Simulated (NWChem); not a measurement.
**Atomisation of disiloxane (H$_{6}$OSi$_{2}$)**

```xyz
9

Si     0.2461    -1.5761     0.0031
O      0.4229     0.0868    -0.0230
Si    -0.3945     1.5457     0.0058
H      0.2309    -2.0760     1.4227
H     -1.0383    -1.9828    -0.6730
H      1.4084    -2.1870    -0.7250
H      0.4552     2.5764    -0.6797
H     -0.6468     1.9751     1.4262
H     -1.7148     1.4267    -0.7114
```
Charge 0, spin multiplicity 1.

All runs are NWChem calculations. All single points use one geometry, from PBE/def2-SVP, a minimum by its harmonic frequencies.

Basis set: def2-TZVP. The atomisation energy is electronic alone: no zero-point, thermal, spin-orbit or counterpoise terms. No value is extrapolated to the basis-set limit. Free atoms are single determinants with multiplicities Si 3, O 3, H 2. Correlated methods freeze the same cores in atoms and molecule, 11 orbitals in all.

The cost column gives rough processor time relative to B3LYP; each entry includes its own SCF. Costs are the molecule's.

B3LYP has NWChem's definition, with VWN1-RPA local correlation. GW and range-separated runs recompute their integrals, the others keep them in memory, which bears on the times. The stability of the SCF solutions was not checked. Open-shell Hartree-Fock references start from PBE0 orbitals; any time given for them includes that run.

```
method     atomisation energy (kcal/mol)  relative cost
---------  -----------------------------  -------------
B3LYP                              687.4              1
PBE0                               675.7        under 3
PBE                                  [?]        under 3
HF                                 530.0        under 3
BP86                               697.2        under 3
MP2                                  [?]        under 3
TPSS                               703.1        under 3
CAM-B3LYP                          694.7             10
```

### Question
Complete the blanks.

### Answer

- PBE, atomisation energy (kcal/mol): 679.3
- MP2, atomisation energy (kcal/mol): 669.1
